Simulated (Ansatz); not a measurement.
Reaction (formal exchange of groups at a Ga–N bond): `CO/C=[N]/[GaH2]` + `C[Si](C)(C)F` → `C[Si](C)(F)[GaH2]` + `C/N=C/OC`

Calculated with Ansatz (gas phase, PBE0-D4/def2-TZVP geometries, no zero-point term in ΔE). CCSD(T)/CBS is the MP2 limit (def2-TZVPP, def2-QZVPP) plus CCSD(T) − MP2 in def2-TZVPP, frozen cores. Double bonds are as drawn, so ΔE can hold a change between cis and trans. DFT in def2-TZVPP. B3LYP here is the variant with VWN-RPA as its local correlation; programs differ in this. HSE06 is defined as in plane-wave codes. For Ga outer-core shells are correlated without core-valence functions, which leaves a few kJ/mol of doubt a bond. Scalar relativity is left out up to krypton. One conformer a species, not always the lowest.

```tsv
level	ΔE (kJ/mol)	difference from CCSD(T)/CBS
PBE-D4	101.5	-15.9
BLYP-D4	109.4	-8.0
PBE0-D4	104.5	-12.9
B3LYP-D4	111.2	-6.2
r2SCANh-D4	118.0	0.6
HSE06-D4	104.4	-13.0
ωB97M-V	116.5	-0.9
revPBE	99.0	-18.4
RPA@PBE/def2-TZVPP	112.0	-5.4
HF/def2-SVP	114.1	-3.3
CCSD(T)/def2-SVP	114.3	-3.1
HF/def2-TZVPP	116.4	-1.0
CCSD/def2-TZVPP	116.7	-0.7
CCSD(T)/def2-TZVPP	117.8	0.4
MP2/def2-QZVPP	128.1	10.7
MP2/CBS(def2)	127.7	10.3
CCSD(T)/CBS	117.4	0
```

Largest T1 diagnostic among the species: 0.015.

From BLYP to BHLYP (50 % exact exchange), in def2-TZVPP and without D4, ΔE moves by +6.8 kJ/mol. Leaving LDA and LC-ωPBE aside and taking each functional with its dispersion term where it has one, the values, not all of them listed here, spread over 17.1 kJ/mol, from revPBE-D4 to B2PLYP. LDA lies +5.6 kJ/mol from PBE without D4.

CCSD(T)/CBS has its own doubt, a few kJ/mol and more with outer-core shells, so smaller differences from it don't rank the levels.
